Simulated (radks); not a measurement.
The numbers below are computed, except where a source is named.
Spherical quantum dot in the effective-mass picture: electrons in a hard-walled sphere of radius 6.86, all in effective atomic units (hartree* = m*/eps^2 hartree, bohr* = eps/m* bohr), one dielectric constant everywhere. Level of theory: non-relativistic Kohn-Sham, LDA (Slater exchange, Perdew-Wang correlation), spin-polarised, spherical densities (a radial shooting solver with Libxc functionals). Levels are named by radial order and angular momentum (1s, 1p, 1d, 2s, ...), and open shells are averaged over m.

N = 33, configuration 1s2 1p6 1d10 1f14 1g(up 1, down 0). This is the lowest configuration that the search found. Occupied and some empty levels:

| level | occupation | eigenvalue (hartree*) | <r> (bohr*) |
|---|---|---|---|
| 1s up | 1 | 5.8403 | 5.185 |
| 1s down | 1 | 5.8447 | 5.182 |
| 1p up | 3 | 5.8810 | 5.234 |
| 1p down | 3 | 5.8855 | 5.232 |
| 1d up | 5 | 5.9590 | 5.297 |
| 1d down | 5 | 5.9637 | 5.295 |
| 1f up | 7 | 6.0718 | 5.361 |
| 1f down | 7 | 6.0765 | 5.360 |
| 1g up | 1 | 6.2171 | 5.423 |
| 1g down | 0 | 6.2220 | 5.422 |
| 2s up | 0 | 6.3865 | 3.133 |
| 2s down | 0 | 6.3875 | 3.130 |
| 1h up | 0 | 6.3935 | 5.480 |
| 1h down | 0 | 6.3984 | 5.479 |
| 2p up | 0 | 6.5366 | 3.641 |
| 2p down | 0 | 6.5381 | 3.639 |
| 2d up | 0 | 6.7298 | 3.968 |
| 2d down | 0 | 6.7318 | 3.966 |
| 3s up | 0 | 6.8664 | 3.073 |
| 3s down | 0 | 6.8678 | 3.074 |

Energy (hartree*): total 104.600, kinetic 17.951, external 0, Hartree 96.139, exchange-correlation -9.4899.

Electron density:

| r (bohr*) | n(r) (e/bohr*^3) |
|---|---|
| 0.214 | 0.00006697 |
| 0.555 | 0.00008367 |
| 0.895 | 0.0001222 |
| 1.24 | 0.0001990 |
| 1.58 | 0.0003460 |
| 1.92 | 0.0006235 |
| 2.26 | 0.001133 |
| 2.60 | 0.002046 |
| 2.94 | 0.003629 |
| 3.28 | 0.006243 |
| 3.62 | 0.01037 |
| 3.96 | 0.01646 |
| 4.30 | 0.02475 |
| 4.64 | 0.03467 |
| 4.98 | 0.04437 |
| 5.32 | 0.05011 |
| 5.66 | 0.04745 |
| 6.00 | 0.03437 |
| 6.34 | 0.01563 |
| 6.68 | 0.001983 |
